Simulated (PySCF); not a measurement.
Cartesian coordinates in Å; atom numbers follow the order of the lines, from 1:
```xyz
18

C    -1.6949   -1.5157   -0.5498
C    -0.7110   -0.7983    0.3626
Si   -1.3065   -0.1108    2.0630
C    -0.4582    1.3904    1.1779
O    -0.0892    2.4966    1.4397
C    -0.2976    0.6100   -0.1496
C     1.0095    0.6974   -0.7193
C     2.1472    0.7629   -1.1215
C     3.4775    0.8192   -1.6167
O     4.2600   -0.0973   -1.6346
H    -1.2541   -1.6821   -1.5320
H    -1.9644   -2.4825   -0.1306
H    -2.6066   -0.9343   -0.6763
H     0.1840   -1.4194    0.4580
H    -2.7517    0.0405    2.1980
H    -0.6620   -0.6079    3.2705
H    -1.0369    1.0131   -0.8496
H     3.7462    1.8246   -2.0013
```

PySCF 2.14.0 with density-fitted response routines calculation with shieldings: GIAO PBE0/pcSseg-1 and geometry: GFN2-xTB; a single conformation, one averaged value for each set of equivalent atoms, no solvent model, relativity neglected.

References, each an isolated molecule treated in the same way: TMS for ¹³C (σref 186.93), ¹H (σref 31.72), ²⁹Si (σref 349.16); H2O for ¹⁷O (σref 336.08).

| atoms | nucleus | count | Hirshfeld charge | δ (ppm) |
| --- | --- | --- | --- | --- |
| O10 | ¹⁷O | 1 | -0.22 | 740.1 |
| C7 | ¹³C | 1 | -0.01 | ? |
| H11/H12/H13 | ¹H | 3 | 0.04 | 1.65 |
| H17 | ¹H | 1 | 0.07 | 3.58 |
| H14 | ¹H | 1 | 0.04 | 2.32 |
| C9 | ¹³C | 1 | 0.12 | 181.4 |
| C1 | ¹³C | 1 | -0.12 | 20.8 |
| C6 | ¹³C | 1 | -0.03 | 67.2 |
| C2 | ¹³C | 1 | -0.10 | 26.1 |
| O5 | ¹⁷O | 1 | -0.20 | ? |
| H18 | ¹H | 1 | 0.05 | ? |
| Si3 | ²⁹Si | 1 | 0.35 | -12.0 |
| H16 | ¹H | 1 | -0.06 | 5.28 |
| H15 | ¹H | 1 | -0.06 | ? |
| C8 | ¹³C | 1 | -0.06 | ? |
| C4 | ¹³C | 1 | 0.09 | 235.0 |

**Question.** Complete the table.

**Answer.** 
- C7: 101.4 ppm, alkyne carbon; sp carbons lie upfield of alkene carbons because the cylindrical π system leaves one tensor component strongly shielded
- C8: 91.7 ppm, alkyne carbon; the triple bond shields along its axis, which puts it between sp3 and sp2 carbons
- H18: 9.61 ppm, hydrogen on an aldehyde carbonyl carbon; deshielded by the polar, anisotropic C=O bond
- H15: 5.02 ppm, hydrogen on a silicon bonded to 2 C, in a 4-membered ring
- O5: 855.2 ppm, carbonyl oxygen

Shifts are as computed. Against solution values, carbons near 30 ppm lie about +3 ppm off and those near 130 ppm about +5 ppm. Of 1211 compounds with measured shifts, 218 miss one by over three times the rms of a fit or turn the order of signals round; such compounds aren't used in these exercises. Unscaled 17O shifts of doubly bonded oxygen tend to come out too high, by tens of ppm or more. Experimental scales use liquid or dissolved standards, which lie at an offset from isolated H2O (liquid H2O: subtract about 36 ppm).
